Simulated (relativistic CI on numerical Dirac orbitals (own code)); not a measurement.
## Au XXVIII: sensitivity of the levels to the model

Base calculation: Dirac-Coulomb-Breit CI, KLI orbitals optimised for each configuration, model QED (radiative potential, 1s self-energy scaled to tabulated hydrogen-like ionisation energies), unscaled Slater integrals.

Configurations in the expansion (outside the closed core [Ar] 3d10 4p6 4d10): 4s2 4f6, 4s2 4f5 5s, 4s2 4f4 5s2, 4s 4f7, 4s2 4f5 6s, 4f8. Levels of other configurations are missing.

Variants: (1) only the first 3 configurations; (2) one mean potential for all configurations. Shifts of the energy above 4s2 4f6 5D_0, in cm⁻¹, for the lowest level and the first level of each name with at least 55 % of one term (blank where a level changes its place among those of its configuration and J or its character, or is not in the variant):

```csv
Level,Base,Δ(1),Δ(2)
4s2 4f6 5D_0,0.0,0.0,0.0
4s2 4f6 7F_1,14437.8,-28.7,-642.6
4s2 4f6 7F_2,27045.2,-43.9,-1022.8
4s2 4f6 7F_3,37212.8,-50.9,-1216.1
4s2 4f6 7F_4,45426.0,-52.9,-1304.1
4s2 4f6 7F_5,51588.6,-50.1,-1291.7
4s2 4f6 7F_6,53834.7,-35.6,-992.7
4s2 4f6 5D_2,93248.5,-20.2,-818.1
4s2 4f6 5L_7,95894.6,-44.4,-465.0
4s2 4f6 5L_8,106589.9,-50.6,-645.0
4s2 4f6 5L_9,112886.6,-54.3,-760.6
4s2 4f6 5F_1,130128.3,-15.1,-468.6
4s2 4f6 3O_11,151562.1,-68.0,-615.9
4s2 4f6 3O_12,155055.2,-67.9,-630.5
```

At this charge energies of transitions that change n are usually good to better than 1 %, and those within a shell (Δn = 0) to a few per cent. Terms inside the open d or f shell come out 10 to 20 % too wide with unscaled integrals.

Ionisation energy from the two ground configurations alone: base 916.374 eV. The NIST ASD value (theoretical) is 930 eV.

LS names give the leading component of a level, which can be under half, so a name can repeat, a term be missing and a line seem to break the LS rules.
